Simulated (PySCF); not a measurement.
## Gas-phase XPS of `O=CO/C([SiH3])=C/[SiH3]`, computed

Compound: C3H8O2Si2.
Structure used (PBE0-D3(BJ)/def2-SVP), in Å, numbered top down from 1:
```
atom  x, y, z in Å
O1    -2.3649    0.6308    0.2277
C2    -2.2176   -0.4640   -0.2407
O3    -1.0485   -1.0160   -0.5463
C4     0.1287   -0.2981   -0.3288
Si5    0.0979    1.4978    0.3121
C6     1.2553   -0.9717   -0.6140
Si7    3.0344   -0.3887   -0.4687
H8    -3.0398   -1.1656   -0.4797
H9    -0.5770    2.4442   -0.6166
H10    1.5582    1.8395    0.3024
H11   -0.3725    1.6230    1.7177
H12    1.1084   -1.9982   -0.9788
H13    3.8909   -1.5482   -0.8629
H14    3.3315    0.7509   -1.3874
H15    3.3866    0.0049    0.9280
```

Computed with delta-SCF UKS SCAN, pcX-2 on the ionised atom, pcseg-1 elsewhere, spin-free X2C in PySCF 2.14.0. Vertical ΔSCF values, vacuum level as zero.

Task: Give the core binding energies atom by atom.

Result: 
| atom(s) | environment | level | binding energy (eV) | 2p1/2 (eV) | above the level's lowest (eV) | count |
| --- | --- | --- | --- | --- | --- | --- |
| O1 | ester carbonyl oxygen | O 1s | 538.32 | – | 0.00 | 1 |
| C2 | ester carbonyl carbon | C 1s | 294.83 | – | +4.82 | 1 |
| O3 | ester single-bonded oxygen | O 1s | 540.08 | – | +1.76 | 1 |
| C4 | vinylic carbon bearing oxygen | C 1s | 291.93 | – | +1.92 | 1 |
| Si5 | SiH3 silicon | Si 2p3/2 | 106.79 | 107.41 | +0.07 | 1 |
| Si5 | SiH3 silicon | Si 1s | 1846.59 | – | +0.06 | 1 |
| C6 | alkene CH carbon | C 1s | 290.01 | – | 0.00 | 1 |
| Si7 | SiH3 silicon | Si 2p3/2 | 106.72 | 107.35 | 0.00 | 1 |
| Si7 | SiH3 silicon | Si 1s | 1846.53 | – | 0.00 | 1 |

Lowest listed C 1s: C6, bonded to C (double bond), H and Si. Highest, 4.82 eV above it: C2, bonded to O (double bond), O and H. The widest gap between neighbouring values is 2.90 eV, between 291.93 and 294.83 eV.

Lowest listed O 1s: O1, bonded to C (double bond). Highest, 1.76 eV above it: O3, bonded to 2 C. Summing the Pauling electronegativity differences to the bonded atoms, each weighted by its formal bond order, gives -1.78 for the lowest site and -1.78 for the highest; the sum is the same at every site.

The 2 Si 1s values lie within 0.06 eV of each other; Gaussian lines of 0.5 eV full width would blend them into one maximum.

The 2 Si 2p3/2 values lie within 0.07 eV of each other.

Task: Which photon energy gives electrons from C 1s of C4 a kinetic energy of 50 eV, and what is their de Broglie wavelength?

Result: hν = 291.93 + 50 = 341.93 eV, recoil neglected; λ = 12.264 Å/√(E/eV) = 1.73 Å.

Task: Give the binding energy of C 1s of C4 in hartree and in kJ/mol.

Result: 291.93 eV = 10.7282 Eh = 28167 kJ/mol.

The unrestricted hole states depart most from a pure doublet (⟨S²⟩ = 0.75; over 0.85 named) for C 1s of C2 (0.95), which makes this value less certain. For 2p shells one spin-free hole was relaxed; a mean-field spin–orbit operator and the ground-state splitting of the three 2p orbitals were then diagonalised within the shell. The shell's mean is (2 × 2p3/2 + 2p1/2)/3, and the degeneracies 2j + 1 give areas of 2:1. 2p1/2 minus 2p3/2 (ligand field included): Si 0.62 eV. Isolated species at its PBE0-D3(BJ)/def2-SVP geometry (one conformer only).
